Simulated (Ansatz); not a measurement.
Z-matrix (Å, degrees):
```
C
C 1 1.530
H 1 1.092 2 110.2
H 1 1.094 2 110.5 3 -119.3
H 1 1.094 2 111.5 3 120.7
C 2 1.530 1 109.2 3 -179.3
C 2 1.520 1 109.3 3 -59.8
N 2 1.453 1 109.6 3 60.5
H 6 1.092 2 110.3 1 179.3
H 6 1.094 2 110.5 1 -61.4
H 6 1.094 2 111.5 1 58.6
H 7 1.093 2 111.0 1 -179.6
H 7 1.092 2 110.5 1 -59.8
H 7 1.093 2 111.1 1 60.0
In 8 2.015 2 133.6 1 -119.8
H 8 1.011 2 110.9 1 60.0
H 15 1.708 8 119.7 2 -0.2
H 15 1.716 8 111.3 2 179.9
```

The species carries charge 0 and has multiplicity 1. In takes the def2 core potential.

(1) List the ωB97M-V/def2-TZVPP orbital energies in eV (Ansatz 0.2.0). (Estimate.)

## Answers

(1) Computed: Occupied: -393.79, -282.32, -280.98, -280.89, -280.89, -130.83, -87.29, -87.01, -86.98, -27.26, -24.27, -23.75, -23.58, -23.57, -23.53, -22.94, -21.92, -21.82, -17.89, -15.72, -15.24, -14.90, -14.24, -13.37, -13.22, -12.69, -12.51, -11.80, -11.73, -10.63, -10.36, -8.66. Lowest empty: 0.27, 1.41, 1.99, 2.29, 2.66, 3.10, 3.87, 3.99.
